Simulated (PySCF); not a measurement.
## Polarisability and C₆ of Cu (copper, neutral)

[Ar] 3d9 4s2, 2D determinant (an excited configuration). Calculation: PySCF 2.14, in aug-cc-pwCVTZ-DK with one added diffuse shell each of s, p, d, f, g type (11s10p8d5f4g, 152 functions); scalar relativity by spin-free X2C-1e. Coupled (time-dependent) response in atomic units; α is the mean over directions.

| method | mean α (bohr³) | α xx, yy, zz | C₆ (like pair) | S(−4) |
| --- | --- | --- | --- | --- |
| M06-L | 40.21 | 40.61, 40.61, 39.42 | 305.8 | 783.2 |

S(−4) is the Cauchy moment in α(ω) = α(0) + S(−4) ω² + …

α(iu) at M06-L:

```tsv
u (hartree)	α(iu) (bohr³)
0	40.21
0.0500	38.36
0.100	33.80
0.200	23.51
0.300	16.23
0.500	8.958
0.750	5.340
1.00	3.682
1.50	2.185
2.00	1.508
3.00	0.8826
5.00	0.4324
```

A single London oscillator, α(iu) = α/(1 + u²/ω²), gives C₆ = (3/4) ω α². Matching the computed C₆ needs ω = 4 × 305.8 / (3 × 40.21²) = 0.252 hartree.

The components differ because the open shell of this determinant is not spherical; for a pure term their mean is the scalar polarisability.
